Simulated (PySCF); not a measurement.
# Electron correlation in B (boron, neutral)

[He] 2s2 2p1, 2P determinant. Computed with PySCF 2.14 in cc-pVTZ-DK (4s3p2d1f, 30 functions), with scalar relativity by spin-free X2C-1e. Frozen: 1s2; 3 electrons correlated.

MP2 pair energies summed by pair of shells (mhartree):

```csv
pair,energy,share (%)
2s-2s,-24.78,56.2
2s-2p,-19.30,43.8
```

Total MP2 correlation energy: -44.09 mhartree.

Same-spin part -3.21 and opposite-spin part -40.87 mhartree; SCS-MP2 scales them by 1/3 and 6/5 to -50.12 mhartree.

```csv
level,correlation energy (mhartree)
CCSD,-64.71
(T),-1.31
CCSD(T),-66.02
```

Diagnostics: T1 = 0.013, D1 = 0.0262, largest double amplitude 0.116.

Cost of the coupled-cluster step: 0.23 s of wall time on 1 thread of Neoverse-V2 (shared host), for 3 correlated electrons.

Iterations:

```
CC2 = 0
CCSD nocc = (np.int64(2), np.int64(1)), nmo = (29, 29)
frozen orbitals [[0], [0]]
max_cycle = 100
direct = 0
conv_tol = 1e-08
conv_tol_normt = 1e-06
diis_space = 8
diis_start_cycle = 0
Init t2, MP2 energy = -0.0440853205131514
Init E_corr(UCCSD) = -0.0440853205134437
cycle = 1  E_corr(UCCSD) = -0.0558065445978727  dE = -0.0117212241  norm(t1,t2) = 0.0600884
cycle = 2  E_corr(UCCSD) = -0.0603560174037301  dE = -0.00454947281  norm(t1,t2) = 0.0297334
cycle = 3  E_corr(UCCSD) = -0.0647176392355905  dE = -0.00436162183  norm(t1,t2) = 0.015954
cycle = 4  E_corr(UCCSD) = -0.0646805257839125  dE = 3.71134517e-05  norm(t1,t2) = 0.00194408
cycle = 5  E_corr(UCCSD) = -0.0647301196968576  dE = -4.95939129e-05  norm(t1,t2) = 0.000305348
cycle = 6  E_corr(UCCSD) = -0.0647062374436848  dE = 2.38822532e-05  norm(t1,t2) = 8.03815e-05
cycle = 7  E_corr(UCCSD) = -0.0647152786040459  dE = -9.04116036e-06  norm(t1,t2) = 3.12038e-05
cycle = 8  E_corr(UCCSD) = -0.0647144137848884  dE = 8.64819157e-07  norm(t1,t2) = 4.74785e-06
cycle = 9  E_corr(UCCSD) = -0.0647142385451723  dE = 1.75239716e-07  norm(t1,t2) = 9.5021e-07
cycle = 10  E_corr(UCCSD) = -0.064714290604314  dE = -5.20591417e-08  norm(t1,t2) = 3.00047e-07
cycle = 11  E_corr(UCCSD) = -0.064714294132866  dE = -3.52855198e-09  norm(t1,t2) = 5.43322e-08
UCCSD converged
E(UCCSD) = -24.60351658919315  E_corr = -0.06471429413286599
UCCSD(T) correction = -0.0013143086898803
```
